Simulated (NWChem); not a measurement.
System: SiH$_{2}$O, singlet; SMILES [SiH]O

Input file for NWChem:

```
start job
memory heap 200 mb stack 900 mb global 1100 mb
geometry units angstroms noautoz
  Si     0.146437    -0.641242     0.000000
  H     -1.412173    -0.856142     0.000000
  O      0.140619     1.048875     0.000000
  H     -0.729962     1.489000     0.000000
end
basis spherical
  * library def2-svp
end
dft
  xc becke88 lyp
  iterations 200
end
task dft gradient
```

Output (shortened):

```
             Northwest Computational Chemistry Package (NWChem) 7.3.0
             --------------------------------------------------------

 CS  symmetry detected

                             Geometry "geometry" -> ""
                             -------------------------

 Output coordinates in angstroms (scale by  1.889725989 to convert to a.u.)

  No.       Tag          Charge          X              Y              Z
 ---- ---------------- ---------- -------------- -------------- --------------
    1 Si                  14.0000     0.10124403    -0.64352083     0.00000000
    2 H                    1.0000    -1.45807675    -0.85320122     0.00000000
    3 O                    8.0000     0.10108477     1.04660617     0.00000000
    4 H                    1.0000    -0.76801777     1.48964351     0.00000000

 Effective nuclear repulsion energy (a.u.)      49.2709085322

      Symmetry information
      --------------------

 Group name             Cs
 Group number              2
 Group order               2
 No. of unique centers     4

                                 NWChem DFT Module
                                 -----------------

 Summary of "ao basis" -> "ao basis" (spherical)
 ------------------------------------------------------------------------------
       Tag                 Description            Shells   Functions and Types
 ---------------- ------------------------------  ------  ---------------------
 Si                         def2-svp                 8       18   4s3p1d
 H                          def2-svp                 3        5   2s1p
 O                          def2-svp                 6       14   3s2p1d

      Symmetry analysis of basis
      --------------------------

        a'         31
        a"         11

            General Information
            -------------------
          SCF calculation type: DFT
          Wavefunction type:  closed shell.
          No. of atoms     :     4
          No. of electrons :    24
           Alpha electrons :    12
            Beta electrons :    12
          Charge           :     0
          Spin multiplicity:     1
          Use of symmetry is: on ; symmetry adaption is: on
          Maximum number of iterations: 200
          AO basis - number of functions:    42
                     number of shells:    20
          Convergence on energy requested:  1.00D-06
          Convergence on density requested:  1.00D-05
          Convergence on gradient requested:  5.00D-04

              XC Information
              --------------
                    Becke 1988 Exchange Functional  1.000
              Lee-Yang-Parr Correlation Functional  1.000

             Grid Information
             ----------------
          Grid used for XC integration:  medium
          Radial quadrature: Mura-Knowles
          Angular quadrature: Lebedev.
          Tag              B.-S. Rad. Rad. Pts. Rad. Cut. Ang. Pts.
          ---              ---------- --------- --------- ---------
          Si                  1.10       88           8.0       590
          H                   0.35       45           8.0       434
          O                   0.60       49           8.0       434
          Grid pruning is: on
          Number of quadrature shells:   227
          Spatial weights used:  Erf1

      Superposition of Atomic Density Guess
      -------------------------------------

 Sum of atomic energies:        -364.42825622

      Non-variational initial energy
      ------------------------------

 Total energy =    -364.662604
 1-e energy   =    -602.208574
 2-e energy   =     188.275062
 HOMO         =      -0.228512
 LUMO         =      -0.047419

      Symmetry analysis of molecular orbitals - initial
      -------------------------------------------------

  Numbering of irreducible representations:

     1 a'          2 a"

  Orbital symmetries:

     1 a'          2 a'          3 a'          4 a'          5 a'
     6 a"          7 a'          8 a'          9 a'         10 a"
    11 a'         12 a'         13 a"         14 a'         15 a'
    16 a'         17 a'         18 a'         19 a"         20 a'
    21 a'         22 a"

   convergence    iter        energy       DeltaE   RMS-Dens  Diis-err
 ---------------- ----- ----------------- --------- --------- ---------
 d= 0,ls=0.0,diis     1   -365.6775432384 -4.15D+02  3.46D-02  4.54D-01
 d= 0,ls=0.0,diis     2   -365.2197876384  4.58D-01  2.57D-02  4.35D+00
 d= 0,ls=0.0,diis     3   -365.7314830539 -5.12D-01  3.20D-03  2.16D-02
 d= 0,ls=0.0,diis     4   -365.7339683667 -2.49D-03  7.59D-04  1.15D-03
 d= 0,ls=0.0,diis     5   -365.7340909919 -1.23D-04  1.99D-04  3.43D-05
  Resetting Diis
 d= 0,ls=0.0,diis     6   -365.7340965834 -5.59D-06  5.30D-05  1.76D-06
 d= 0,ls=0.0,diis     7   -365.7340968584 -2.75D-07  1.87D-05  4.84D-08
 d= 0,ls=0.0,diis     8   -365.7340968528  5.66D-09  8.72D-06  1.03D-07

         Total DFT energy =     -365.734096852762
      One electron energy =     -603.616563436685
           Coulomb energy =      218.788647057384
    Exchange-Corr. energy =      -30.177089005648
 Nuclear repulsion energy =       49.270908532188

 Numeric. integr. density =       24.000002278123

                  Occupations of the irreducible representations
                  ----------------------------------------------

[...]

                         DFT ENERGY GRADIENTS

    atom               coordinates                        gradient
                 x          y          z           x          y          z
   1 Si      0.191323  -1.216078   0.000000    0.000293   0.002286   0.000000
   2 H      -2.755366  -1.612317   0.000000   -0.000355   0.000324   0.000000
   3 O       0.191023   1.977799   0.000000   -0.001250  -0.001141   0.000000
   4 H      -1.451343   2.815018   0.000000    0.001313  -0.001469   0.000000
```

Level: BLYP/def2-SVP. Low-valent species are run as closed-shell singlets; no triplet was tried in these runs. Coordinates come from a PBE-D3(BJ)/def2-SVP optimisation.
